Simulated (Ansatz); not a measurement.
Relaxed structures of CH₂OSe, singlet (PBE0-D4/def2-TZVP; forces vanish, vibrations not checked; lower isomers may exist, and structures with a doubtful reference or unclear bonds are left out; Å). Ansatz 0.2.0; basis: def2-TZVPP; cores frozen in the correlated methods. Filled d shells of the heavier atoms are correlated. The def2 sets are not built for correlating such inner shells, so the correlated values are less sure here.

Q: Rank them by CCSD(T) energy, lowest first, and give each one's height above the lowest. Links in brackets join atoms within 1.22 times the sum of their covalent radii (1.1 for two metals). (To be estimated.)
A.
CH₂OSe ([O][CH][SeH])
```
5
angstrom
C -0.2430 -0.2211 0.0253
O -1.1382 0.4225 0.4704
Se 0.1780 -1.9990 0.6393
H 0.4312 0.1297 -0.7765
H 1.3057 -2.1479 -0.2897
```
B.
CH₂OSe ([CH2]1[O][Se]1)
```
5
angstrom
C 0.0438 0.2968 -0.1344
O -0.9097 -0.2639 0.6748
Se 0.4056 -1.5403 0.2939
H -0.2475 0.4851 -1.1661
H 0.7077 1.0224 0.3318
```
C.
a complex of H₂Se + CO
```
5
angstrom
C -1.2175 -1.3551 0.6475
O -0.8682 -1.6935 1.6603
Se 1.4004 0.9574 -0.7659
H 0.2998 0.4801 -1.6098
H 0.5298 1.9651 -0.1511
```

A: The calculation gives: C (0.00 kcal/mol), A (1.95 kcal/mol), B (32.19 kcal/mol). Heights count from the lowest.

T1 diagnostic: at most 0.015.

For scale, one of the runs: CCSD(T)/def2-TZVPP, 138 basis functions, launched by `ansatz run in.yaml --threads 2 --pin off --events-out ev --progress --plain --max-ram 4352MiB`. Hardware: 2 CPU threads of an Arm Neoverse V1, shared host. Wall time 26 s; peak host memory 0.81 GiB.
